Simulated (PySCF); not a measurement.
Krypton: a sound run and one with changed settings

Sound run: Kr [Kr], Kr⁺ [Ar] 3d10 4s2 4p5. All numbers are calculated (PySCF 2.14, the spin-free X2C one-electron Hamiltonian (Gaussian nucleus), in x2c-SVPall (5s4p3d, 32 functions)). The sound run starts from symmetry-adapted Hartree-Fock orbitals and uses a fine grid where one is needed.

Changed run: 26 angular points. This setting is unsound on purpose.

```csv
species,method,sound run (hartree),changed run (hartree),converged
Kr,UHF,-2787.68716,-2787.68716,yes
Kr,M06-2X,-2789.66561,-2789.66561,yes
Kr,LDA,-2785.65353,-2785.65353,yes
Kr⁺,UHF,-2787.20387,-2787.20387,yes
Kr⁺,M06-2X,-2789.14674,-2789.14623,yes
Kr⁺,LDA,-2785.12838,-2785.12846,yes
```

Ionisation energy of Kr:

| method | sound run (eV) | changed run (eV) |
| --- | --- | --- |
| UHF | 13.151 | 13.151 |
| M06-2X | 14.119 | 14.133 |
| LDA | 14.290 | 14.288 |

A coarse angular grid integrates products of high-l functions wrongly, so density functionals can shift, and the SCF can exploit the error; Hartree-Fock and MP2 need no grid.

For comparison, NIST gives 14.000 eV between the lowest levels.
